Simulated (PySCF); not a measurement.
Energy landscape of H₆GeSi, singlet: internal rotation, threefold axis kept, other coordinates relaxed. Scanned: torsion (0 = eclipsed). Other coordinates (Si-Ge length, H-Si-Ge angle, H-Ge-Si angle, Si-H length, Ge-H length) were minimised at PBE0/def2-TZVP.

Levels of theory: CCSD on RHF/cc-pVDZ, 14 core orbitals frozen (PySCF); CCSD(T) on RHF/cc-pVDZ, 14 core orbitals frozen (PySCF); RKS-B3LYP/3-21G = restricted B3LYP/3-21G (PySCF).

Energies in kJ/mol, each method relative to its own lowest point.

```tsv
at / °	CCSD	CCSD(T)	RKS-B3LYP/3-21G
0	3.54	3.57	3.39
10	3.29	3.33	3.16
20	2.63	2.65	2.53
30	1.74	1.76	1.66
40	0.89	0.90	0.86
50	0.24	0.24	0.22
60	0.00	0.00	0.00
```
